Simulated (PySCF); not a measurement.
Gas-phase reaction: 2 WO2(OH)2 ⇌ 2 WO3 + O2 + 4 H

Energies from PySCF, thermal terms from the rigid-rotor harmonic-oscillator model, ideal gas at 1 bar. † marks an energy on the PBE0/def2-TZVP geometry and frequencies. CCSD(T) freezes the core. Open shells (unrestricted): O2 (multiplicity 3), H (multiplicity 2); the rest are closed-shell singlets. W: scalar-relativistic def2 core potential, no spin-orbit coupling. CCSD(T) isn't extrapolated to the basis-set limit. Warning, large T1 diagnostic: WO2(OH)2, WO3 (CCSD(T)/def2-TZVPP†).

PBE0/def2-SVP† gives ΔH°(298 K) = 1937 kJ.

### Question
What do PBE/def2-TZVP†, CCSD(T)/def2-TZVPP†, PBE0/def2-QZVP† give?

### Answer
PBE/def2-TZVP†: 1888 kJ; CCSD(T)/def2-TZVPP†: 2015 kJ; PBE0/def2-QZVP†: 1986 kJ. For scale, ΔH°(298 K) is 1937 kJ at this level, 2043 kJ at ωB97M-V/def2-TZVP†, and runs from 1823 to 2346 kJ over the 18 levels computed.
